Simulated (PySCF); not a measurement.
# As⁻ (arsenic, charge -1): PBE calculation

Configuration: [Ar] 3d10 4s2 4p4, high-spin 3P determinant. Computed with PySCF 2.14 in x2c-TZVPPall with one added diffuse shell each of s, p, d type (7s6p5d1f, 57 functions), with scalar relativity by spin-free X2C-1e.

- Total energy: -2260.422 hartree
- One-electron energy: -3153.220 hartree
- Hartree (Coulomb) energy: 976.951 hartree
- Exchange-correlation energy: -84.153 hartree
- ⟨S²⟩: 2.0079
- ⟨L²⟩: 2.034
- Sum of ⟨r⟩: 29.21 bohr
- Sum of ⟨r²⟩: 64.77 bohr²
- Traceless quadrupole moment −½Σ⟨3z² − r²⟩ along its main axis: -6.31 e·bohr²
- Langevin diamagnetic susceptibility: -51.3 ×10⁻⁶ cm³/mol

```
shell  electrons  mean orbital energy (hartree)  spread (hartree)  rms radius, mean of both spins (bohr)
 1s α          1                     -430.00732                 0                                 0.0524
 1s β          1                     -430.00497                 0                                 0.0524
 2s α          1                      -54.37009                 0                                  0.220
 2s β          1                      -54.36908                 0                                  0.220
 2p α          3                      -47.65481           0.00392                                  0.196
 2p β          3                      -47.65275           0.00231                                  0.196
 3s α          1                       -6.72883                 0                                  0.642
 3s β          1                       -6.72580                 0                                  0.642
 3p α          3                       -4.65082           0.01100                                  0.668
 3p β          3                       -4.64736           0.00808                                  0.668
 3d α          5                       -1.23533           0.01202                                  0.763
 3d β          5                       -1.22981           0.00764                                  0.763
 4s α          1                       -0.29953                 0                                   2.14
 4s β          1                       -0.24873                 0                                   2.14
 4p α          3                        0.02347           0.02957                                   3.39
 4p β          1                        0.06219                 0                                   3.39
```

At PBE the highest occupied level has a positive energy, so only the finite basis holds that electron; in a semilocal or global hybrid functional this comes from self-interaction and does not mean that the real anion is unbound.

Densities and radii are taken from the X2C orbitals without a picture-change correction, which distorts them close to the nucleus.
